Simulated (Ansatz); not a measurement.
`C[O][Zr]([OH])([O]C(C)C)[N](C)C`, 28 atoms. The species carries charge 0 and has multiplicity 1. Correlated methods include outer-core shells of Zr, which these sets cover unevenly. Zr takes the def2 core potential. Hardware: A = 11 threads of an AMD EPYC 7R13 on a shared host and a whole NVIDIA H100 80 GB; B = 11 threads of an AMD EPYC 7R13 on a shared host. Correlated methods freeze the cores.

Q: Give the basis size and wall time and peak host memory of each of these runs in Ansatz. RKS ωB97M-V/def2-QZVPP energy [A]; RKS ωB97M-V/def2-SVP energy [B]; RKS B2PLYP (frozen core)/def2-TZVPP energy [A]; RHF-MP2/def2-QZVPP energy [A]; RKS PBE0-D4/def2-TZVP relaxation (51 steps) [A]; RHF-CCSD(T)/def2-TZVPP energy [A]; RHF-CCSD(T)/def2-SVP energy [A]; RKS PBE0-D4/def2-SVP energy [B]; RKS HSE06 (plane-wave form)-D4/def2-TZVPP energy [A]; RKS PBE-D4/def2-TZVPP energy and forces [A]; RKS CAM-B3LYP-D4/def2-TZVPP energy [A]; direct RPA on PBE orbitals/def2-TZVPP energy [A]. (An estimate is asked.)

A: Computed: Other jobs shared the machine, so times are rough.

| level | job | functions | wall time | peak host memory (GiB) |
| --- | --- | --- | --- | --- |
| RKS PBE-D4/def2-TZVPP | energy and forces [A] | 604 | 2.8 s | 1.6 |
| RKS PBE0-D4/def2-SVP | energy [B] | 256 | 3.1 s | 1.6 |
| RKS CAM-B3LYP-D4/def2-TZVPP | energy [A] | 604 | 3.7 s | 1.6 |
| RKS B2PLYP (frozen core)/def2-TZVPP | energy [A] | 604 | 4.2 s | 3.5 |
| direct RPA on PBE orbitals/def2-TZVPP | energy [A] | 604 | 4.5 s | 3.6 |
| RHF-CCSD(T)/def2-SVP | energy [A] | 256 | 6 s | 1.6 |
| RKS ωB97M-V/def2-QZVPP | energy [A] | 1161 | 6.5 s | 1.9 |
| RHF-MP2/def2-QZVPP | energy [A] | 1161 | 7.5 s | 2 |
| RKS HSE06 (plane-wave form)-D4/def2-TZVPP | energy [A] | 604 | 7.5 s | 1.6 |
| RKS ωB97M-V/def2-SVP | energy [B] | 256 | 8 s | 1.9 |
| RKS PBE0-D4/def2-TZVP | relaxation (51 steps) [A] | 452 | 93 s | 1.6 |
| RHF-CCSD(T)/def2-TZVPP | energy [A] | 604 | 95 s | 3.3 |
